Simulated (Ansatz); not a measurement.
`N=C[SiH3]` + `[GeH3][SeH]` → `[SiH3][Se][GeH3]` + `C=N` at 500 K and 1 bar (ligand exchange at the Si–C bond).

Isolated molecules relaxed with PBE0-D4/def2-TZVP in Ansatz; ΔE leaves out vibrations. CBS: MP2 limit from def2 TZ/QZ plus the TZ coupled-cluster correction, frozen cores. This one scheme is used for every species. For Ge, Se outer-core shells are correlated without core-valence functions, which leaves a few kJ/mol of doubt a bond. Scalar relativity is left out up to krypton. Each species was taken in one conformer, which may not be the lowest.

```csv
species,CCSD(T)/CBS energy (Eh),H − E (kJ/mol),S (J/(mol·K))
`N=C[SiH3]`,-384.79808,178.1,332.3
`[GeH3][SeH]`,-4479.23116,112.4,340.9
`[SiH3][Se][GeH3]`,-4769.53721,174.9,428.3
`C=N`,-94.52360,124.2,249.5
```

H − E and S are ideal-gas, rigid-rotor, harmonic terms from PBE0-D4/def2-TZVP, for one conformer and one mirror image of each species. 1 Eh = 2625.50 kJ/mol, R = 8.31446 J/(mol·K).

Task: By hand: ΔE, ΔH, ΔS and ΔG.

Result: ΔE = (-4769.53721) + (-94.52360) − (-384.79808) − (-4479.23116) = -0.03157 Eh = -82.9 kJ/mol. Δ(H − E) = 174.9 + 124.2 − 178.1 − 112.4 = 8.6, so ΔH = -74.3 kJ/mol. ΔS = 428.3 + 249.5 − 332.3 − 340.9 = 4.6 J/(mol·K). ΔG = -74.3 − 500 × (4.6)/1000 = -76.6 kJ/mol.

Task: By hand: the equilibrium constant, and the temperature at which ΔG would vanish if ΔH and ΔS stayed fixed.

Result: log₁₀ K = −ΔG/(RT ln 10) = 8.0. ΔH and −TΔS have one sign here, so there is no such temperature.

The number of gas molecules stays the same, so ΔS is small and ΔH decides. A doubt of 5 kJ/mol in ΔE shifts log₁₀ K by 0.5 here. Other conformers and mirror images would add mixing entropy, several J/(mol·K) or more a flexible species. Modes under 60 cm⁻¹, often nearly free rotors, make the harmonic entropy too high. These are equilibria of isolated gas molecules and say nothing of rates. Largest T1 diagnostic: 0.012 (customary marks: 0.02 for closed shells, 0.045 for open ones).

ΔS is within the doubt of such terms, so its sign, and with it that verdict, could turn.
